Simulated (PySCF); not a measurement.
**How the functional moves excitation energies**

Compound: CH6GeS.
InChI=1S/CH6GeS/c1-2-3/h3H,2H2,1H3

Linear-response calculations in the def2-SVPD basis (PySCF; singlets by full response, triplets Tamm–Dancoff, core orbitals frozen in the response; HF means time-dependent Hartree–Fock). 'Strongest' is the level of largest summed f among the singlets computed (10 roots, of which the last may lack a degenerate partner); it can jump between rows when another state enters that window. S1 is the lowest singlet of each run and needn't be the same state throughout; f(S1) is that of one state. Geometry: PBE0-D3(BJ)/def2-SVP, one conformer, isolated molecule. Relativistic effects, spin–orbit coupling among them, are left out although an element past zinc is present.

| functional | kind | S1 (eV) | f(S1) | strongest (eV) | T1 (eV) | HOMO (eV) | gap (eV) | ionisation energy, ΔSCF (eV) |
| --- | --- | --- | --- | --- | --- | --- | --- | --- |
| LDA | LDA | 5.27 | 0.011 | 7.25 | 4.94 | -6.06 | 5.09 | 9.33 |
| PBE | GGA | 5.34 | 0.007 | 7.34 | 4.98 | -5.98 | 5.20 | 9.19 |
| B3LYP | global hybrid, 20% exact exchange | 5.62 | 0.005 | 7.77 | 5.24 | -6.94 | 6.71 | 9.37 |
| PBE0 | global hybrid, 25% exact exchange | 5.80 | 0.007 | 7.99 | 5.37 | -7.19 | 7.23 | 9.36 |
| BHandHLYP | global hybrid, 50% exact exchange | 6.00 | 0.001 | 8.50 | 5.58 | -8.26 | 8.91 | 9.34 |
| CAM-B3LYP | range-separated hybrid | 5.84 | 0.001 | 8.30 | 5.45 | -8.49 | 9.29 | 9.46 |
| wB97X-D | range-separated hybrid | 5.96 | 0.004 | 8.44 | 5.60 | -9.03 | 10.67 | 9.49 |
| LC-wPBE | range-separated hybrid | 6.13 | 0.003 | 8.38 | 5.66 | -9.89 | 11.72 | 9.54 |
| HF | Hartree–Fock | 6.42 | 0.002 | 9.19 | 5.83 | -9.98 | 12.13 | not settled |

S1 runs from 5.27 eV (LDA) to 6.42 eV (HF), a spread of 1.15 eV, while the orbital gap spreads over 7.0 eV. Along PBE (0%), B3LYP (20%), PBE0 (25%), BHandHLYP (50%), HF (100%) S1 rises with the share of exact exchange. −ε(HOMO) comes closest to its own ΔSCF ionisation energy with LC-wPBE (+0.35 eV) and misses most with LDA (-3.28 eV). 'Not settled' means that the ion's SCF failed to converge or may have ended in another state than the lowest.

Without π bonds the low states are Rydberg-like; a valence basis with one diffuse set may place them up to an eV too high.
